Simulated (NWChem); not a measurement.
The numbers come from NWChem runs, not from measurements. System: H2OSSn, charge 0, spin multiplicity 1, at a geometry optimised with PBE/def2-SVP with def2 effective core potentials on Sn. The structure started from a generated list of species. Level: RHF/def2-TZVP with def2 effective core potentials on Sn.

The NWChem input:

```
start mol
memory heap 200 mb stack 800 mb global 1000 mb
geometry units angstroms nocenter noautoz
  Sn     0.449489    -0.382246     0.000000
  O      1.279012     1.464778     0.000000
  H      0.619773     2.186876     0.000000
  S     -1.932818     0.381628     0.000000
  H     -2.401206    -0.898840     0.000000
  symmetry group Cs
end
basis spherical
  * library def2-tzvp
end
ecp
  Sn library def2-ecp
end
scf
  rhf
  nopen 0
  maxiter 100
  thresh 1e-7
  semidirect memsize 60000000 filesize 0
end
task scf energy
```

Part of the output:

```
             Northwest Computational Chemistry Package (NWChem) 7.3.0
             --------------------------------------------------------

                                NWChem Input Module
                                -------------------

 Scaling coordinates for geometry "geometry" by  1.889725989
 (inverse scale =  0.529177249)

 Turning off AUTOSYM since
 SYMMETRY directive was detected!

                             Geometry "geometry" -> ""
                             -------------------------

 Output coordinates in angstroms (scale by  1.889725989 to convert to a.u.)

  No.       Tag          Charge          X              Y              Z
 ---- ---------------- ---------- -------------- -------------- --------------
    1 Sn                  50.0000     0.44948900    -0.38224600     0.00000000
    2 O                    8.0000     1.27901200     1.46477800     0.00000000
    3 H                    1.0000     0.61977300     2.18687600     0.00000000
    4 S                   16.0000    -1.93281800     0.38162800     0.00000000
    5 H                    1.0000    -2.40120600    -0.89884000     0.00000000

 Effective nuclear repulsion energy (a.u.)     327.4888063018

            Nuclear Dipole moment (a.u.)
            ----------------------------
        X                 Y               Z
 ---------------- ---------------- ----------------
     0.0000472431     0.0000151178     0.0000000000

      Symmetry information
      --------------------

 Group name             Cs
 Group number              2
 Group order               2
 No. of unique centers     5

      Symmetry unique atoms

     1    2    3    4    5


 Summary of "ao basis" -> "" (spherical)
 ------------------------------------------------------------------------------
       Tag                 Description            Shells   Functions and Types
 ---------------- ------------------------------  ------  ---------------------
 *                         def2-tzvp                  on all atoms

 Summary of "ao basis" -> "ao basis" (spherical)
 ------------------------------------------------------------------------------
       Tag                 Description            Shells   Functions and Types
 ---------------- ------------------------------  ------  ---------------------
 Sn                        def2-tzvp                16       50   6s5p3d2f
 O                         def2-tzvp                11       31   5s3p2d1f
 H                         def2-tzvp                 4        6   3s1p
 S                         def2-tzvp                13       37   5s5p2d1f

                                 NWChem SCF Module
                                 -----------------

  ao basis        = "ao basis"
  functions       =   130
  atoms           =     5
  closed shells   =    24
  open shells     =     0
  charge          =   0.00
  wavefunction    = RHF
  use symmetry    = T
  symmetry adapt  = T

 Summary of "ao basis" -> "ao basis" (spherical)
 ------------------------------------------------------------------------------
       Tag                 Description            Shells   Functions and Types
 ---------------- ------------------------------  ------  ---------------------
 Sn                        def2-tzvp                16       50   6s5p3d2f
 O                         def2-tzvp                11       31   5s3p2d1f
 H                         def2-tzvp                 4        6   3s1p
 S                         def2-tzvp                13       37   5s5p2d1f
[...]
     1 a'          2 a"

  Orbital symmetries:

     1 a'          2 a'          3 a'          4 a'          5 a'
     6 a"          7 a'          8 a"          9 a'         10 a'
    11 a'         12 a'         13 a"         14 a"         15 a'
    16 a'         17 a'         18 a'         19 a'         20 a'
    21 a"         22 a'         23 a"         24 a'         25 a"
    26 a'         27 a'         28 a'         29 a"         30 a'
    31 a'         32 a'         33 a'         34 a"

             Final eigenvalues
             -----------------

              1
    1  -91.9430
    2  -20.5386
    3   -8.9478
    4   -6.6289
    5   -6.6281
    6   -6.6276
    7   -5.8896
    8   -4.0818
    9   -4.0758
   10   -4.0722
   11   -1.3615
   12   -1.3468
   13   -1.3462
   14   -1.3421
   15   -1.3355
   16   -1.2605
   17   -0.9376
   18   -0.6553
   19   -0.5751
   20   -0.5147
   21   -0.4804
   22   -0.4528
   23   -0.3747
   24   -0.3493
   25    0.0074
   26    0.0669
   27    0.0895
   28    0.1281
   29    0.1752
   30    0.2005
   31    0.2157
   32    0.2335
   33    0.2883
   34    0.3050

                       ROHF Final Molecular Orbital Analysis
                       -------------------------------------

 Vector   22  Occ=2.000000D+00  E=-4.527662D-01  Symmetry=a'
              MO Center=  1.4D-01,  5.9D-01,  5.2D-16, r^2= 3.9D+00
   Bfn.  Coefficient  Atom+Function         Bfn.  Coefficient  Atom+Function
  ----- ------------  ---------------      ----- ------------  ---------------
     5      0.248976  1 Sn s                 56      0.246994  2 O  px
   102      0.247086  4 S  px                59      0.226610  2 O  px
     6      0.209750  1 Sn s                 57      0.205388  2 O  py
    60      0.196637  2 O  py                 2      0.189340  1 Sn s
    62      0.173095  2 O  px

 Vector   23  Occ=2.000000D+00  E=-3.746599D-01  Symmetry=a"
              MO Center= -1.8D+00,  3.3D-01, -1.5D-15, r^2= 1.9D+00
   Bfn.  Coefficient  Atom+Function         Bfn.  Coefficient  Atom+Function
  ----- ------------  ---------------      ----- ------------  ---------------
   104      0.493904  4 S  pz               107      0.385244  4 S  pz
   101      0.219119  4 S  pz                95     -0.176297  4 S  pz

 Vector   24  Occ=2.000000D+00  E=-3.493032D-01  Symmetry=a'
              MO Center= -2.9D-01, -3.3D-01,  8.4D-14, r^2= 4.3D+00
   Bfn.  Coefficient  Atom+Function         Bfn.  Coefficient  Atom+Function
  ----- ------------  ---------------      ----- ------------  ---------------
     6      0.404318  1 Sn s                  5      0.375839  1 Sn s
   102     -0.319309  4 S  px                 2      0.287127  1 Sn s
   105     -0.240581  4 S  px                 3     -0.230377  1 Sn s
    17     -0.221155  1 Sn py                 1     -0.181144  1 Sn s
     4     -0.177554  1 Sn s                 11      0.171481  1 Sn py

 Vector   25  Occ=0.000000D+00  E= 7.376526D-03  Symmetry=a"
              MO Center=  4.1D-01, -4.9D-01, -6.5D-14, r^2= 5.0D+00
   Bfn.  Coefficient  Atom+Function         Bfn.  Coefficient  Atom+Function
  ----- ------------  ---------------      ----- ------------  ---------------
    21      0.620920  1 Sn pz                18      0.375955  1 Sn pz
    12     -0.278936  1 Sn pz               107     -0.247554  4 S  pz
    15      0.231779  1 Sn pz                64     -0.157950  2 O  pz

 Vector   26  Occ=0.000000D+00  E= 6.691206D-02  Symmetry=a'
              MO Center=  6.5D-01, -6.1D-01,  5.7D-14, r^2= 7.2D+00
   Bfn.  Coefficient  Atom+Function         Bfn.  Coefficient  Atom+Function
  ----- ------------  ---------------      ----- ------------  ---------------
    19      0.951828  1 Sn px                20      0.508864  1 Sn py
    92      0.294592  4 S  s                 55     -0.274217  2 O  s
   105      0.219953  4 S  px                13      0.182688  1 Sn px
    10     -0.177410  1 Sn px                 6     -0.169219  1 Sn s
   127      0.166972  5 H  s

 Vector   27  Occ=0.000000D+00  E= 8.954482D-02  Symmetry=a'
              MO Center=  4.8D-01, -8.0D-01, -7.3D-14, r^2= 8.5D+00
   Bfn.  Coefficient  Atom+Function         Bfn.  Coefficient  Atom+Function
  ----- ------------  ---------------      ----- ------------  ---------------
    20      1.204967  1 Sn py                19     -0.607082  1 Sn px
     6      0.555118  1 Sn s                 92     -0.506167  4 S  s
   105     -0.428095  4 S  px                55     -0.239490  2 O  s
     5      0.211988  1 Sn s                  2      0.192313  1 Sn s
    17     -0.188817  1 Sn py                84     -0.174419  3 H  s

 center of mass
 --------------
 x =   0.11100416 y =  -0.09161290 z =   0.00000000

 moments of inertia (a.u.)
 ------------------
         219.409988930677          35.193862439659           0.000000000000
          35.193862439659         625.100823404844           0.000000000000
           0.000000000000           0.000000000000         844.510812335521

  Mulliken analysis of the total density
  --------------------------------------

    Atom       Charge   Shell Charges
 -----------   ------   -------------------------------------------------------
    1 Sn  22    21.13   0.29 -0.77  1.53  0.95  1.06  0.73 -0.40  6.35  0.44  0.62  0.11  8.97  1.05  0.14  0.05  0.00
    2 O    8     8.84   0.79  1.18  0.56  0.96  0.35  1.82  2.06  1.09  0.00  0.02  0.00
    3 H    1     0.66   0.24  0.34  0.04  0.05
    4 S   16    16.52   2.01  0.49  1.48  1.03  0.86  4.18  1.69  0.86  2.41  1.42  0.02  0.06  0.00
    5 H    1     0.85   0.23  0.49  0.11  0.02

       Multipole analysis of the density wrt the origin
       ------------------------------------------------

     L   x y z        total         open         nuclear
     -   - - -        -----         ----         -------
     0   0 0 0      0.000000      0.000000     48.000000

     1   1 0 0     -0.014055      0.000000    -23.783462
     1   0 1 0     -0.898536      0.000000     20.225541
     1   0 0 1     -0.000000      0.000000      0.000000

     2   2 0 0    -38.224493      0.000000    298.020805
     2   1 1 0     -0.427253      0.000000     10.426073
     2   1 0 1     -0.000000      0.000000      0.000000
     2   0 2 0    -32.236743      0.000000    101.059833
     2   0 1 1      0.000000      0.000000      0.000000
     2   0 0 2    -32.015995      0.000000      0.000000

 Task  times  cpu:       10.1s     wall:       10.1s

 Total times  cpu:       10.2s     wall:       10.2s
```
